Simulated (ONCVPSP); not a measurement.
Varying the ONCV potential for boron (B)

Base potential:

* Element: B (Z = 5)
* Generator: ONCVPSP 4.0.1
* Type: optimised norm-conserving Vanderbilt (ONCV)
* Functional: PBEsol
* Relativity: non-relativistic
* Frozen core: [He]
* Valence charge: 3
* Reference configuration: 2s2 2p1
* Partial waves: 2s: rc 1.40 bohr, ncon 3, nbas 7, qcut 5.2 1/bohr, 2 projectors, debl 0.8 Ha; 2p: rc 2.90 bohr, ncon 3, nbas 7, qcut 4.6 1/bohr, 2 projectors, debl 1.4 Ha; d scattering state at 0.39 Ha: rc 2.25 bohr, ncon 4, nbas 8, qcut 4.1 1/bohr, 2 projectors, debl 0.6 Ha
* Local potential: polynomial inside 0.95 bohr (lpopt 5, dvloc0 1 Ha)
* Core correction: Teter function, fcfact 5.75, rcfact 1.5

All-electron outer shells of the reference configuration (PBEsol, non-relativistic, ld1.x):

| shell | level (eV) | outermost node (bohr) | outermost maximum (bohr) |
| --- | --- | --- | --- |
| 1s | -179.50 | – | 0.21 |
| 2s | -9.36 | 0.46 | 1.52 |
| 2p | -3.56 | – | 1.59 |

Cutoffs, loose and tight: the cutoffs (Ha) at which the residual kinetic energy of the hardest occupied pseudo-wave falls to 1 and 0.1 mHa per electron. They do not see the model core or the augmentation charge, which bear on the density cutoff. Test errors are all-electron minus pseudo excitation energies from the reference, over the configurations 2s2 2p0; 2s1 2p0; 2s2 2p0.5; 2s0 2p3. A dash means not determined; rows that change the core or the reference have their own tests.

| change | outcome | cutoff, loose | cutoff, tight | bound ghosts | GHOST(+) flags above zero | largest test error (meV) |
| --- | --- | --- | --- | --- | --- | --- |
| base | generated | 10 Ha | 15 Ha | none | none | +246 |
| core correction Teter function, fcfact 5.75, rcfact 0.98 | generated | 10 Ha | 15 Ha | none | none | +269 |
| core correction Teter function, fcfact 5.75, rcfact 1.12 | generated | 10 Ha | 15 Ha | none | none | +267 |
| core correction Teter function, fcfact 5.75, rcfact 1.26 | generated | 10 Ha | 15 Ha | none | none | +262 |
| core correction Teter function, fcfact 5.75, rcfact 1.34 | generated | 10 Ha | 15 Ha | none | none | +257 |
| core correction Teter function, fcfact 5.75, rcfact 1.62 | generated | 10 Ha | 15 Ha | none | none | +233 |
| core correction Teter function, fcfact 5.75, rcfact 1.74 | generated | 10 Ha | 15 Ha | none | none | +214 |

Q: What comes out with this change to the base: core correction Teter function, fcfact 5.75, rcfact 1.86?

A: outcome: generated; cutoff, loose: 10 Ha; cutoff, tight: 15 Ha; bound ghosts: none; GHOST(+) flags above zero: none; largest test error (meV): +188.

Q: What comes out with this change to the base: core correction Teter function, fcfact 5.75, rcfact 2.08?

A: outcome: generated; cutoff, loose: 10 Ha; cutoff, tight: 15 Ha; bound ghosts: none; GHOST(+) flags above zero: none; largest test error (meV): +112.

Reading the sweep of the rcfact (base included, trends over the rows without a ghost): The loose cutoff stays near 10 Ha. The median size of the test errors (rows with all tests solved) stays near 74.3 meV.
